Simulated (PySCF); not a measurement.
Question: What does the PBE0-D3(BJ)/def2-SVP structure of `BCOC` (C2H7BO) look like in three dimensions?

Answer: 
Z-matrix in Å and degrees, rows numbered from 1:
```
B 
C   1  1.5518
O   2  1.3939  1  115.05
C   3  1.3910  2  113.67  1  -179.14
H   1  1.2070  2  122.17  3     2.66
H   1  1.2100  2  117.73  3  -178.27
H   2  1.1199  1  105.89  3  -124.07
H   2  1.1172  1  108.32  3   126.15
H   4  1.1095  3  112.13  2   -60.62
H   4  1.1095  3  112.14  2    60.48
H   4  1.0993  3  108.13  2   179.93
```

The 4 heavy atoms lie in one plane (0.005 Å rms). Of the pairs four or more bonds apart, H8···H9 is among the closest relative to their van der Waals radii: 2.44 Å, 102 % of the sum of Bondi's values. B1 (three-coordinate boron) is planar (angles 122.2°, 120.1° and 117.7°, sum 360.0°, 0.01 Å off the plane of its three neighbours).

Theory: PBE0-D3(BJ)/def2-SVP geometry optimisation, gas phase (PySCF).

Point group: near Cs, missed by 0.11 Å at most; the miss may be what the optimiser left on a soft mode. PBE0-D3(BJ)/def2-SVP frequencies: not computed here. One conformer, not necessarily the lowest (H–B1–C2–O3 3° and -178°, B1–C2–O3–C4 -179°).
